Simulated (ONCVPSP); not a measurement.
## Sm (Z = 62): ONCV pseudisation with PW91, fully relativistic reference atom.

samarium, optimised norm-conserving Vanderbilt (ONCV), made with ONCVPSP 4.0.1 (PW91, fully relativistic). Core [Kr] 4d10 4f5, reference 5s2 5p6 5d1 6s2. Waves: 5s+6s: rc 2.50 bohr, ncon 4, nbas 7, qcut 3.8 1/bohr, 2 projectors; 5p: rc 2.70 bohr, ncon 4, nbas 7, qcut 4.6 1/bohr, 2 projectors, debl 2.9 Ha; 5d: rc 3.10 bohr, ncon 4, nbas 9, qcut 4.5 1/bohr, 3 projectors, debl 2.3 Ha. Local part: polynomial inside 2.35 bohr (lpopt 5, dvloc0 3 Ha). Core correction: Teter function, fcfact 5.75, rcfact 1.75.

Open shells are filled in proportion to 2j + 1.

- Cutoffs needed: 7.2 Ha and 12 Ha (the cutoffs (Ha) at which the residual kinetic energy of the hardest occupied pseudo-wave falls to 1 and 0.1 mHa per electron)
- Ghost test: no bound ghost flagged; no localised positive-energy state flagged
- Configuration tests: 1 of 4 tests not solved or not reliable
- rms error of d²Exc/dni dnj: 7.58 mHa without and 1.93 mHa with the model core
